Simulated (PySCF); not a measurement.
First SCF of a structure search on doublet InSe2, at a hand-made end-on geometry. PySCF input:

```python
from pyscf import gto, scf, dft
mol = gto.M(atom='''
In     0.000000     0.000000     0.000000
Se     0.000000     0.000000     2.657400
Se     2.035800     0.000000     3.827400''',
    basis={'In': 'def2-SVP', 'Se': 'def2-SVP'},
    ecp={'In': 'def2-SVP'},
    charge=0, spin=1)
mf = dft.UKS(mol, xc='PBE0')
mf.grids.atom_grid = (50, 194)
aux = {'In': 'def2-universal-JKFIT', 'Se': 'def2-universal-JKFIT'}
mf = mf.density_fit(auxbasis=aux)
mf.conv_tol = 1e-08
mf.diis_space = 10
mf.max_cycle = 60
mf.init_guess = 'minao'
mf.verbose = 4
mf.kernel()
```

Excerpt of the output (cycles alone):

```
init E= -4969.41936290758
cycle= 1 E= -4987.86697836566  delta_E= -18.4  |g|= 1.97  |ddm|=  8.9
cycle= 2 E= -4913.10338641787  delta_E= 74.8  |g|= 6.61  |ddm|= 13.1
cycle= 3 E= -4990.39933463542  delta_E= -77.3  |g|= 1.05  |ddm|= 11.9
cycle= 4 E= -4989.78338985978  delta_E= 0.616  |g|= 1.32  |ddm|=  3.5
cycle= 5 E= -4992.01948327342  delta_E= -2.24  |g|= 0.302  |ddm|=  2.3
cycle= 6 E= -4992.05112435418  delta_E= -0.0316  |g|= 0.338  |ddm|= 0.967
cycle= 7 E= -4992.12405322178  delta_E= -0.0729  |g|= 0.0504  |ddm|= 0.486
cycle= 8 E= -4992.12631473941  delta_E= -0.00226  |g|= 0.0185  |ddm|= 0.113
cycle= 9 E= -4992.12674194388  delta_E= -0.000427  |g|= 0.011  |ddm|= 0.0507
cycle= 10 E= -4992.12686934769  delta_E= -0.000127  |g|= 0.00756  |ddm|= 0.0307
cycle= 11 E= -4992.12693625436  delta_E= -6.69e-05  |g|= 0.00224  |ddm|= 0.0203
cycle= 12 E= -4992.12694209329  delta_E= -5.84e-06  |g|= 0.000534  |ddm|= 0.00631
cycle= 13 E= -4992.12694234158  delta_E= -2.48e-07  |g|= 0.000188  |ddm|= 0.000981
cycle= 14 E= -4992.12694239514  delta_E= -5.36e-08  |g|= 6.99e-05  |ddm|= 0.000513
cycle= 15 E= -4992.12694240985  delta_E= -1.47e-08  |g|= 2.28e-05  |ddm|= 0.000346
cycle= 16 E= -4992.12694241137  delta_E= -1.52e-09  |g|= 6.95e-06  |ddm|= 0.000124
Extra cycle  E= -4992.12694241144  delta_E= -6.37e-11  |g|= 7.01e-06  |ddm|= 2.48e-05
converged SCF energy = -4992.12694241144  <S^2> = 0.75403574  2S+1 = 2.0040317
```

This is not the lowest solution: another start and a stability analysis within the same unrestricted form found one 13.1 kJ/mol lower, at -4992.13193 Eh.

No spin–orbit coupling is included, which matters more the heavier the element.

The search for the lowest solution, 3 starts and the stability check together, took 19 s on 2 threads of a shared Arm Neoverse V2 host, with 90 basis functions; the process peaked at 0.44 GiB. Launch command: `OMP_NUM_THREADS=2 python axn.py task.json out`.
